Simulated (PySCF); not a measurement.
C₄H₈ClGeN.
SMILES with atom numbers: `[CH3:1][C:2]#[C:3][Ge@@:4]([CH3:5])([NH2:6])[Cl:7]` (hydrogens: H8, H9, H10 on C1; H11, H12, H13 on C5; H14, H15 on N6)

Structure used (PBE0-D3(BJ)/def2-SVP), in Å, numbered top down from 1:
```
atom  x, y, z in Å
C1     3.3023   -0.2902    0.0872
C2     1.8767   -0.0718   -0.0743
C3     0.6804    0.1148   -0.2167
Ge4   -1.1900    0.3993   -0.3750
C5    -2.1704   -1.2519   -0.1893
N6    -1.8484    1.6636    0.7667
Cl7   -1.5254    1.2263   -2.3520
H8     3.8699    0.6217   -0.1553
H9     3.5445   -0.5739    1.1234
H10    3.6559   -1.0951   -0.5758
H11   -1.9958   -1.6808    0.8087
H12   -1.8360   -1.9739   -0.9466
H13   -3.2442   -1.0581   -0.3172
H14   -1.7038    1.4363    1.7485
H15   -1.4696    2.5924    0.5960
```

Method used: core-valence-separated Tamm–Dancoff BHandHLYP/aug-pcX-1 (pcseg-1 on H, def2-SVPD on Cl, def2-SVPD on Ge) in PySCF, non-relativistic, gas phase, PBE0-D3(BJ)/def2-SVP geometry.

Computed nitrogen K-edge spectrum, Gaussian lines of 0.4 eV full width, highest printed point 100; it ends one width below the last computed root. BHandHLYP without relativity tends to put these K edges a few eV too low, so spacings mean more than positions.

| photon energy (eV) | absorption |
| --- | --- |
| 398.4 | 0 |
| 398.5 | 0 |
| 398.6 | 2 |
| 398.7 | 5 |
| 398.8 | 10 |
| 398.9 | 14 |
| 399.0 | 15 |
| 399.1 | 11 |
| 399.2 | 6 |
| 399.3 | 2 |
| 399.4 | 1 |
| 399.5 | 2 |
| 399.6 | 7 |
| 399.7 | 20 |
| 399.8 | 45 |
| 399.9 | 75 |
| 400.0 | 96 |
| 400.1 | 100 |
| 400.2 | 88 |
| 400.3 | 68 |
| 400.4 | 46 |
| 400.5 | 30 |
| 400.6 | 18 |
| 400.7 | 9 |
| 400.8 | 6 |
| 400.9 | 7 |
| 401.0 | 13 |
| 401.1 | 18 |
| 401.2 | 18 |
| 401.3 | 14 |
| 401.4 | 8 |
| 401.5 | 4 |
| 401.6 | 3 |

Task: Assign the maxima to core holes.

Result: 3 maxima:
- 399.0 eV: N6 (nitrogen bonded to Ge and 2 H), 398.96 eV, f = 0.009, 100 % of the height at the exact maximum
- 400.1 eV: N6 (nitrogen bonded to Ge and 2 H), 399.97 eV, f = 0.038, 56 % of the height at the exact maximum; N6 (nitrogen bonded to Ge and 2 H), 400.20 eV, f = 0.032, 43 % of the height at the exact maximum
- 401.2 eV: N6 (nitrogen bonded to Ge and 2 H), 401.14 eV, f = 0.010, 96 % of the height at the exact maximum

Further lines of some strength in the range: N6, 400.49 eV, f = 0.010.

Roots within 0.03 eV on the same or equivalent atoms count as one line; shares under 12 % aren't listed.

Vibrational structure and lifetime widths aren't in the curve. The ionisation threshold wasn't computed; near and above it a finite basis only mimics Rydberg series and continuum. The BHandHLYP/aug-pcX-1 (pcseg-1 on H, def2-SVPD on Cl, def2-SVPD on Ge) calculation is non-relativistic and has no spin–orbit coupling, an omission that weighs most on germanium.

One conformer stands for the species.
